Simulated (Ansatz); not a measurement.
The cluster Sn4H8. Total charge 0; singlet. Geometry PBE-D4/def2-SVP; atoms count from 1.

```xyz
12

Sn    0.974   -0.615    0.216
Sn    2.374    0.754   -2.028
Sn   -0.859    1.126   -1.457
Sn   -1.468   -0.434    1.721
H    -1.540   -1.879    2.675
H     2.255    2.333   -1.173
H     2.064   -0.161    1.492
H    -1.231   -0.512   -2.129
H    -1.435    0.943    2.767
H     0.661    1.130   -2.809
H     1.119   -2.324   -0.041
H    -2.913   -0.362    0.765
```

In the def2 sets Sn takes a core potential; there is no spin–orbit coupling. Another isomer (singlet) lies 0.35 eV lower at PBE0-D4/def2-TZVP; other spin states weren't run for this one.

(1) Estimate the Mulliken populations from the PBE0/def2-TZVP orbitals of Ansatz.

(2) And the Mayer bond orders between bonded heavy atoms (over 0.3)?

Results:

(1) 
| atom | charge (e) |
| --- | --- |
| Sn1 | 0.02 |
| Sn2 | 0.07 |
| Sn3 | 0.12 |
| Sn4 | 0.13 |
| H5 | -0.04 |
| H6 | -0.07 |
| H7 | -0.03 |
| H8 | -0.06 |
| H9 | -0.04 |
| H10 | -0.03 |
| H11 | -0.03 |
| H12 | -0.04 |
Mulliken values and Mayer orders depend strongly on the basis.

(2) Sn1–Sn2 0.62 (2.98 Å); Sn1–Sn3 0.51 (3.03 Å); Sn1–Sn4 0.75 (2.87 Å); Sn2–Sn3 0.43 (3.30 Å).
